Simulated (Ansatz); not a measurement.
The cluster ZnF2⁻. Charge -1, multiplicity 2. Geometry r2SCAN-D4/def2-TZVP, that of the neutral singlet; atoms count from 1.

```csv
atom,x (Å),y (Å),z (Å)
Zn1,0.0001,-0.0004,0.0001
F2,1.6903,0.2026,-0.2853
F3,-1.6903,-0.2022,0.2852
```

The highest occupied level of the charge -1 doublet lies above zero (up to 1.57 eV). Energy differences disagree on whether the electron is bound (positive means bound): 0.16 eV (vertical, to the charge 0 singlet, at PBE0-D4/def2-TZVPD), but -0.12 eV at CCSD/def2-TZVPD. The structure comes from a short search, and lower isomers may exist.

Q: Estimate the Mulliken populations from the PBE0/def2-TZVPD orbitals of Ansatz.

A: 
```csv
atom,charge (e),spin (α − β),d electrons
Zn1,-0.77,1.94,9.97
F2,-0.11,-0.47,–
F3,-0.11,-0.47,–
```
Mulliken values and Mayer orders depend strongly on the basis. With diffuse functions, as here, like atoms can get unlike values, and bond orders can come out too low or too high.

Q: Where does the spin sit?

A: Summed by element: Zn 1.94, F -0.94, of 1 unpaired in all. Largest on single atoms: Zn1 1.94, F2 -0.47, F3 -0.47.
